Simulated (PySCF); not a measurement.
This script is equivalent to a calculation on Au⁶⁵⁺ (gold, charge +65).

```python
from pyscf import gto, scf, dft, mp, cc
mol = gto.M(atom="Au 0 0 0", charge=65, spin=2, symmetry="D2h",
            basis=gto.etbs([(0, 17, 19, 2.5), (1, 12, 25, 2.5), (2, 4, 95, 2.7), (3, 4, 140, 2.7)]),
            nucmod="G")
mf = scf.UHF(mol).sfx2c1e()
mf.irrep_nelec = {'Ag': (3, 3), 'B1u': (2, 1), 'B2u': (2, 1), 'B3u': (1, 1)}
mf.kernel()
```

What total energy does it give?

-13954.52823 hartree (calculated).

Which occupied shell lies highest, and where?

3p α, at -7435.8 eV.

What is ⟨S²⟩, and what would a pure spin state give?

2.000, against 2.00.

Spin-orbit coupling is strong in this species (close to jj coupling), so the high-spin LS determinant is a model state, not a physical level.
